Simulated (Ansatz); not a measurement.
C2H8Al2, SMILES `C[CH2][AlH][AlH2]`, 12 atoms. Total charge 0; spin multiplicity 1. All runs use 2 threads of an Arm Neoverse V1 on a shared host. Correlated methods freeze the cores.

(1) How many basis functions does each run have, and how long does it take in Ansatz? RKS ωB97M-V/def2-QZVPP energy; RKS PBE0-D4/def2-TZVP relaxation (9 steps); RHF-MP2/def2-QZVPP energy; RKS ωB97M-V/def2-SVP energy; RKS CAM-B3LYP-D4/def2-TZVPP energy; RHF-CCSD(T)/def2-SVP energy; RKS PBE-D4/def2-TZVPP energy and forces; direct RPA on PBE orbitals/def2-TZVPP energy; RKS PBE0-D4/def2-QZVPP energy; RKS revPBE-D4/def2-TZVPP energy; RKS r2SCAN0-D4/def2-TZVPP energy; RKS PBE0-D4/def2-SVP energy. (Best estimate.)

## Answers

(1) Ansatz gave: Other jobs shared the machine, so times are rough.

```csv
level,job,functions,wall time,peak host memory (GiB)
RKS PBE0-D4/def2-SVP,energy,104,1.7 s,0.45
RKS revPBE-D4/def2-TZVPP,energy,258,3.8 s,0.32
RKS PBE-D4/def2-TZVPP,energy and forces,258,4.7 s,0.32
RHF-CCSD(T)/def2-SVP,energy,104,4.7 s,0.45
RKS CAM-B3LYP-D4/def2-TZVPP,energy,258,6 s,0.68
RKS r2SCAN0-D4/def2-TZVPP,energy,258,9 s,0.62
RKS ωB97M-V/def2-SVP,energy,104,9 s,0.45
direct RPA on PBE orbitals/def2-TZVPP,energy,258,9 s,0.64
RKS PBE0-D4/def2-QZVPP,energy,494,17 s,1.6
RHF-MP2/def2-QZVPP,energy,494,39 s,3
RKS ωB97M-V/def2-QZVPP,energy,494,40 s,2
RKS PBE0-D4/def2-TZVP,relaxation (9 steps),184,49 s,0.44
```
